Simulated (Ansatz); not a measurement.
## Ansatz (development build ahead of 0.2.0) run

```yaml
crystal:
  periodic: [false, false, false]
  atoms:
    - { symbol: Be, position_ang: [0.0, 0.0, 0.0] }
    - { symbol: "N", position_ang: [0.0, 0.0, 3.633] }
    - { symbol: B, position_ang: [0.0, 1.5318, -1.0726] }
basis:
  gaussian: { orbitals: pcseg-2 }
magnetization:
  initial_magnetization: 2
hamiltonian:
  xc: pbe
```

The input is written out in the form of the current development build from the run's settings.

Results

```yaml
Converged: yes
Total_energy: -93.78680 hartree
Spin_squared_of_the_determinant: 2.000
Stability_test: minimum among restricted orbitals
```

Caution: stretched shape with no unrestricted run beside it, a lower state can exist; charge can spread falsely over distant fragments; other spin multiplicities may lie lower.
